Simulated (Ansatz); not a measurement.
Cost and result for the atomization energy of C$_{2}$H$_{9}$AlSn (`[CH3][SnH]([CH3])[AlH2]`) (13 atoms, 12 bonds).

Z-matrix (Å, degrees):
```
C
Sn 1 2.154
H 1 1.090 2 110.5
H 1 1.091 2 110.1 3 120.2
H 1 1.091 2 109.6 3 -120.0
C 2 2.155 1 107.2 3 177.2
Al 2 2.665 1 113.8 3 -56.7
H 2 1.725 1 106.5 3 63.6
H 6 1.090 2 110.5 1 -177.6
H 6 1.091 2 109.5 1 -57.6
H 6 1.091 2 110.2 1 62.1
H 7 1.592 2 120.9 1 -160.5
H 7 1.592 2 121.4 1 19.9
```

The species carries charge 0 and has multiplicity 1. Correlated methods include outer-core shells of Sn, which these sets cover unevenly. Sn: def2 effective core potential. The structure was optimised at the PBE0-D4/def2-TZVP level. Program: Ansatz. All runs use 4 threads of an Arm Neoverse V1 on a shared host. Times are those of one run each, without the atoms' runs, and a repeat can differ threefold. Electronic energies, without spin–orbit coupling; frozen cores. CCSD(T)/CBS adds CCSD(T) − MP2 in def2-TZVPP to the MP2 limit, and its time is that of the two runs behind it. T1 = 0.011. With those shells the extrapolation isn't a true limit. B3LYP takes the VWN-RPA correlation (the form of Gaussian; ORCA's B3LYP/G).

CCSD(T)/CBS is a level of theory with its own doubt, some kJ/mol a heavy atom from the limit and from the frozen cores, so smaller differences don't rank the functionals.

| level | functions | wall time | atomization (kJ/mol) | difference from CCSD(T)/CBS | per bond |
| --- | --- | --- | --- | --- | --- |
| PBE-D4/def2-TZVPP (with forces) | 280 | 3.2 s | 4062.8 | -26.4 | -2.2 |
| PBE0-D4/def2-TZVPP | 280 | 4 s | 4042.3 | -46.9 | -3.9 |
| r2SCAN-D4/def2-TZVPP (with forces) | 280 | 6.5 s | 4062.3 | -26.9 | -2.2 |
| B3LYP-D4/def2-TZVPP (with forces) | 280 | 7 s | 4054.5 | -34.7 | -2.9 |
| B2PLYP/def2-TZVPP | 280 | 7.5 s | 4007.8 | -81.4 | -6.8 |
| ωB97X-V/def2-TZVPP | 280 | 11 s | 4083.0 | -6.2 | -0.5 |
| ωB97M-V/def2-TZVPP (with forces) | 280 | 16 s | 4062.5 | -26.7 | -2.2 |
| MP2/def2-QZVPP | 536 | 32 s | 4026.8 | -62.4 | -5.2 |
| CCSD(T)/def2-TZVPP | 280 | 5.1 min | 3995.2 | -94.0 | -7.8 |
| CCSD(T)/CBS(def2) | – | 5.7 min | 4089.2 | 0.0 | 0.0 |

From PBE to PBE0 (25 % exact exchange), in def2-TZVPP and without D4, the atomization energy moves by −17.2 kJ/mol: exact exchange takes away binding that semilocal exchange gives to molecules. The D4 term adds +39.5 kJ/mol with B3LYP and +21.2 kJ/mol with PBE0; it sums over pairs of atoms, weighted by their polarisabilities, and B3LYP, whose exchange is more repulsive, gets the larger term. In def2-TZVPP, CCSD(T) changes the Hartree–Fock value by +938.1 kJ/mol (the triples alone add +43.2 kJ/mol) and MP2 by +914.3 kJ/mol; breaking electron pairs costs correlation energy, which Hartree–Fock lacks.

Spin–orbit coupling would lower the free Sn atoms strongly, and the atomization energy with them, by more than many differences here. For some Ge, Se and Sn compounds the MP2-based and the directly extrapolated limit differ by 10 to 25 kJ/mol.
